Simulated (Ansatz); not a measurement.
Computed with Ansatz on PBE0-D4/def2-TZVP structures; ΔE is electronic, products minus reactants. CCSD(T)/CBS is the MP2 limit (def2-TZVPP, def2-QZVPP) plus CCSD(T) − MP2 in def2-TZVPP, frozen cores. This one scheme is used for every species, atoms too. Functionals use def2-TZVPP. B3LYP here is the variant with VWN-RPA as its local correlation; programs differ in this. No spin–orbit coupling; open shells (•) take unrestricted orbitals. Spin–orbit coupling would lower the free atoms: a little for C, O, S; clearly for Ga. For Ga outer-core shells are correlated without core-valence functions, so the limit isn't a true one: a few kJ/mol of doubt a bond, and 10 to 20 or more in all where bonds break to atoms. Scalar relativity is left out up to krypton. Each species was taken in one conformer, which may not be the lowest.

`O=C[S][GaH2]` → C• + Ga• + 3 H• + O• + S•  (atomization)

`O=C[S][GaH2]`:

```xyz
7

O    -0.258   -2.254   -1.512
C    -0.161   -1.205   -0.957
S     0.114   -1.064    0.807
Ga    0.168    1.136    1.011
H    -0.232   -0.233   -1.480
H    -0.029    1.935   -0.315
H     0.397    1.686    2.446
```

| level | ΔE (eV) | difference from CCSD(T)/CBS |
| --- | --- | --- |
| B97M-V | 24.33 | 0.31 |
| B3LYP-D4 | 23.83 | -0.19 |
| r2SCANh-D4 | 24.00 | -0.02 |
| CAM-B3LYP-D4 | 23.90 | -0.12 |
| r2SCANh | 23.96 | -0.06 |
| r2SCAN0 | 23.54 | -0.48 |
| SCS-MP2/def2-TZVPP | 23.70 | -0.32 |
| HF/def2-QZVPP | 16.19 | -7.83 |
| HF/CBS(def2) | 16.20 | -7.82 |
| MP2/CBS(def2) | 24.66 | 0.64 |
| CCSD(T)/CBS | 24.02 | 0 |

Largest T1 diagnostic among the species: 0.016.

In def2-TZVPP, CCSD(T) changes the Hartree–Fock value by +7.21 eV (the triples alone add +0.57 eV) and MP2 by +7.85 eV; breaking electron pairs costs correlation energy, which Hartree–Fock lacks. From BLYP to BHLYP (50 % exact exchange), in def2-TZVPP and without D4, ΔE moves by −1.11 eV: exact exchange takes away binding that semilocal exchange gives to molecules. The D4 term adds +0.27 eV with B3LYP and +0.14 eV with PBE0; it sums over pairs of atoms, weighted by their polarisabilities, and B3LYP, whose exchange is more repulsive, gets the larger term.

For atomizations the MP2-based limit and the directly extrapolated one differ by several kJ/mol either way, and by 10 to 25 for some Ge, Se and Sn compounds, so smaller differences from it don't rank the levels.
